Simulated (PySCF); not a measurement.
C₃H₁₂OSi₂, SMILES CCCO[SiH2][SiH3].

The structure is a stationary point at PBE-D3(BJ)/def2-SVP. The values are those of a single conformer.

Calculation: r2SCAN/def2-TZVP (PySCF).

Isolated molecule, no solvent.

Computed frontier levels, gap, dipole moment:
highest occupied level: -6.86 eV
lowest empty level: -0.82 eV
orbital gap: 6.04 eV
dipole moment: 0.214 e·Å
quadrupole, principal values (traceless, Buckingham form, about the centre of nuclear charge): -1.55, -1.37, 2.92 D·Å
